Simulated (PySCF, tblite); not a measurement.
Bond stretch in HF (cation, charge +1), doublet.

NEVPT2 = PySCF 2.14.0 with SC-NEVPT2 on CASSCF(7,5)/cc-pVDZ, all electrons correlated; ROKS-r2SCAN = PySCF with restricted open-shell r2SCAN/cc-pVDZ; GFN2-xTB, 300 K electronic temperature (tblite); ROHF/cc-pVDZ (PySCF).

Energies are in kJ/mol, each relative to the lowest point of its own curve near equilibrium.

```csv
R / Å,NEVPT2,ROKS-r2SCAN,GFN2-xTB,ROHF
0.76,199.2,203.3,200.6,175.8
0.81,109.7,113.7,110.1,91.9
0.85,62.6,66.2,64.1,49.0
0.90,25.8,28.5,28.9,17.1
0.95,6.7,8.3,10.1,2.6
0.98,1.6,2.4,4.1,0.0
1.01,0.0,0.0,0.9,0.8
1.03,0.6,0.0,0.0,2.9
1.08,6.7,4.6,0.8,12.4
1.12,15.1,11.8,3.5,23.1
1.17,28.6,23.9,8.7,39.1
1.24,51.1,44.2,18.0,64.3
1.37,97.6,86.5,38.7,112.8
1.51,147.1,131.2,63.3,160.9
1.66,194.7,173.8,88.9,203.9
1.83,240.8,214.0,114.3,241.7
2.00,279.2,246.0,134.8,269.3
2.22,—,277.1,154.2,293.3
2.46,—,300.8,167.9,309.4
2.72,—,317.3,—,319.3
3.01,—,327.7,—,325.2
3.55,—,334.0,—,329.7
4.04,—,332.8,—,331.3
```

At the longest distance, 4.04 Å, ROKS-r2SCAN lies highest above its minimum (332.8 kJ/mol) and ROHF lowest (331.3 kJ/mol).

Dashes: no converged value, or the column stops at the first point that the program doubted or that broke a chosen test of continuity, which isn't proof of a fault.

At the longest distance ROKS-r2SCAN leaves fractional charges on the fragments, a sign of delocalisation error or of the restricted form.
